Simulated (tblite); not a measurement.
Species: C₅H₇F₃OSi.
Structure used (GFN2-xTB), in Å, numbered top down from 1:
```
atom  x, y, z in Å
C1     0.2318    2.2091   -0.0402
C2    -0.3036    1.0743   -0.4083
C3    -0.1837   -0.2035   -1.1122
O4     0.7388   -1.1577   -0.7351
Si5    2.1085   -1.1344    0.1141
F6     1.7952   -0.6813    1.6301
C7    -1.3954    0.1003   -0.2299
C8    -1.5592   -0.5827    1.1000
F9    -2.2906   -1.7190    0.9675
F10   -2.2616    0.2051    1.9566
H11    1.1884    2.5294   -0.4192
H12   -0.2695    2.8706    0.6471
H13   -0.3649   -0.2414   -2.1831
H14    2.4385   -2.5390    0.1221
H15    3.0736   -0.1439   -0.3270
H16   -2.3430    0.2687   -0.7297
H17   -0.6102   -0.8428    1.5855
```

Calculated harmonic vibrations of the isolated species, GFN2-xTB (tblite), most abundant isotopes, no scaling. Against measured fundamentals such values can be off by several per cent, at times by over 20. Modes of hydrogen on silicon can be 10 to 20 % off. One conformer, not necessarily the lowest.

Harmonic wavenumbers (cm⁻¹): 36.5, 38.3, 71.1, 91.4, 102.2, 154.4, 208.5, 269.7, 294.2, 384.5, 408.9, 507.9, 544.0, 561.4, 576.2, 611.7, 679.6, 734.2, 746.5, 765.8, 815.4, 851.7, 903.3, 935.3, 961.5, 1009.3, 1031.9, 1039.5, 1060.9, 1101.9, 1140.0, 1221.5, 1247.5, 1250.6, 1286.6, 1332.1, 1415.4, 1877.3, 2354.3, 2441.0, 2950.2, 2988.0, 3037.4, 3090.2, 3112.3.

A = 1476, B = 816.1, C = 720.0 MHz; mass 168.022 u (most abundant isotopes); point group C1, symmetry number 1.

**Question.** What is the zero-point energy?

**Answer.** ½Σν̃ = 24121 cm⁻¹ = 68.97 kcal/mol.

**Question.** Entropy at 500 K, 1 bar (ideal gas, RRHO, classical rotation)?

**Answer.** Translation 43.86, rotation 31.84, vibration 58.68: S = 134.4 cal/(mol K).

**Question.** And Cp and H(500 K) − H(0)?

**Answer.** Cp = 59.11 cal/(mol K), of which vibrations give 51.16 (their classical limit is 45 R = 89.4); H(500 K) − H(0) = 18.07 kcal/mol without the zero-point energy, 14.09 from vibrations.

**Question.** Blend soft modes into free rotors: weight 1/[1 + (100 cm⁻¹/ν̃)⁴] for the oscillator and the rest for a rotor with moment μB/(μ + B), μ = h/(8π²ν), B = 10⁻⁴⁴ kg m². What vibrational entropy results?

**Answer.** 52.14 cal/(mol K) in place of 58.68, which changes −T·S at 500 K by +3.27 kcal/mol.

**Question.** How do the functions run with temperature in this model?

**Answer.** 
```
T (K)  S (cal/(mol K))  Cp (cal/(mol K))  H − H(0) (kcal/mol)  G − H(0) (kcal/mol)  ln q(vib)
  100             76.0              21.2                 1.52                -6.09       2.98
  200             93.8              31.3                 4.13               -14.62       6.37
  300            108.6              42.2                 7.81               -24.75       9.47
  800            165.6              73.3                38.17               -94.32      23.36
 1000            182.6              79.0                53.43              -129.18      28.14
```

q(vib) and H(0) count from the zero-point level.

**Question.** Which modes carry the vibrational entropy at 500 K?

**Answer.** 36.5 cm⁻¹: 6.47; 38.3 cm⁻¹: 6.37; 71.1 cm⁻¹: 5.14; 91.4 cm⁻¹: 4.65; 102.2 cm⁻¹: 4.43; 154.4 cm⁻¹: 3.62 cal/(mol K); the other 39 give 28.01 together.

Hindered rotation and anharmonicity are outside this model. Other conformers, if any are populated, would add a mixing term that is left out. The structure is chiral; the term R ln 2 for an equal mix with its mirror image is left out.

The run took 1.1 s of wall time on an Arm Neoverse N1 with one thread, shared host. The figure is for the frequency step alone.
